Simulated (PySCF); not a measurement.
C₄H₄N, SMILES [c]1cc[nH]c1, multiplicity 2. Atoms are numbered in the order given.

```xyz
9

C      1.2432     0.0688     0.0000
C      0.5175    -1.0931     0.0000
N     -0.7994    -0.7006     0.0000
C     -0.8890     0.6617     0.0000
C      0.3916     1.1900     0.0000
H      0.8086    -2.1402     0.0000
H     -1.5907    -1.3293     0.0000
H     -1.8549     1.1636     0.0000
H      0.6536     2.2456     0.0000
```
Charge 0, spin multiplicity 2.

Coordinates come from a PBE0-D3(BJ)/def2-SVP optimisation. The isomer is the one that the SMILES or the coordinates give; other isomers of the formula were not compared.

Method: PySCF with CAM-B3LYP/def2-TZVP.

Atomic charges (e):

```csv
atom,meta-Löwdin,Mulliken,Mulliken spin
C1,-0.07,-0.08,0.97
C2,-0.12,-0.09,-0.05
N3,-0.16,-0.21,0.02
C4,-0.09,-0.08,0.05
C5,-0.20,-0.20,-0.02
H6,0.13,0.15,0.01
H7,0.25,0.23,0.01
H8,0.13,0.15,0.01
H9,0.13,0.13,0.01
```

**Question.** Give the Mayer and Wiberg (Löwdin basis) orders of the bonds. (An estimate is asked for; the answer gives what the named calculation found.)

**Answer.** 
```json
[
 {"bond": "C1–C2", "Mayer": "1.65", "Wiberg": "1.82"},
 {"bond": "C2–N3", "Mayer": "1.14", "Wiberg": "1.47"},
 {"bond": "N3–C4", "Mayer": "1.21", "Wiberg": "1.52"},
 {"bond": "C1–C5", "Mayer": "1.38", "Wiberg": "1.57"},
 {"bond": "C4–C5", "Mayer": "1.56", "Wiberg": "1.70"},
 {"bond": "C2–H6", "Mayer": "0.95", "Wiberg": "0.87"},
 {"bond": "N3–H7", "Mayer": "0.93", "Wiberg": "0.87"},
 {"bond": "C4–H8", "Mayer": "0.95", "Wiberg": "0.87"},
 {"bond": "C5–H9", "Mayer": "0.97", "Wiberg": "0.85"}
]
```
